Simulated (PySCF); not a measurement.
Compound: C₇H₄O₂.
Structure used (GFN2-xTB), in Å, numbered top down from 1:
```xyz
13
C7H4O2 angstrom
C      3.0789   -0.1878   -0.6357
C      1.6516   -0.1000   -0.5031
C      0.4474   -0.0339   -0.4178
C     -0.9210    0.0513   -0.2274
C     -2.0287   -0.0183   -1.0282
C     -2.9787    0.1777    0.0821
O     -4.1671    0.2439    0.2062
C     -1.7496    0.2593    1.0176
O     -1.5191    0.4094    2.1771
H      3.4307    0.5664   -1.3396
H      3.3523   -1.1722   -1.0160
H      3.5572   -0.0305    0.3305
H     -2.1583   -0.1649   -2.0845
```

The closed-shell SCF was solved with PySCF and density fitting under several settings on one GFN2-xTB geometry (grid level 2 and gas phase unless stated).

```csv
settings,basis functions,SCF cycles,E (Eh),HOMO (eV),LUMO (eV),dipole (D)
PBE0/pcSseg-1,173,16,-418.9587,-7.09,-2.72,6.47
PBE0/def2-SVPD,218,15,-418.7174,-7.16,-2.77,6.76
"LC-wPBE/STO-3G, IEF-PCM chloroform",49,14,-413.7734,-6.69,2.56,3.78
"PBE0/ANO-RCC-VDZP, energy threshold 1e-06 Eh",146,9,-419.1280,-7.02,-2.62,6.80
```

Q: Estimate the rows for these settings: (1) PBE0/Sadlej pVTZ, IEF-PCM acetonitrile, start guess sap; (2) wB97X-D/6-31G.

A: 
```tsv
settings	basis functions	SCF cycles	E (Eh)	HOMO (eV)	LUMO (eV)	dipole (D)
PBE0/Sadlej pVTZ, IEF-PCM acetonitrile, start guess sap	252	15	-419.1139	-7.22	-2.57	8.84
wB97X-D/6-31G	89	15	-419.1935	-8.77	-0.79	6.47
```

Q: Over all rows, what range does the HOMO–LUMO gap span?

A: From 4.37 eV (PBE0/pcSseg-1) to 9.25 eV (LC-wPBE/STO-3G, IEF-PCM chloroform). The functional of the narrowest has 25 % exact exchange, that of the widest range-separated exact exchange.

Q: And the dipole moment?

A: From 3.78 D (LC-wPBE/STO-3G, IEF-PCM chloroform) to 8.84 D (PBE0/Sadlej pVTZ, IEF-PCM acetonitrile, start guess sap); the largest is 2.34 times the smallest, and the median is 6.62 D.

Q: Compare two rows with the functional PBE0: PBE0/pcSseg-1 and PBE0/def2-SVPD. Which energy is lower, and by how much?

A: PBE0/pcSseg-1 (173 functions) lies 0.2413 Eh or 151 kcal/mol below PBE0/def2-SVPD (218 functions). The smaller set gives the lower energy; the two sets aren't nested, so the variational bound doesn't order them by size.

wB97X-D ran without the empirical dispersion term, which would shift the total energy alone. Cycle counts include a coarse-grid stage where the run had one. ANO-RCC sets were contracted for a scalar-relativistic Hamiltonian, but ran non-relativistically here. Geometry: GFN2-xTB; no vibrations or thermal averaging.
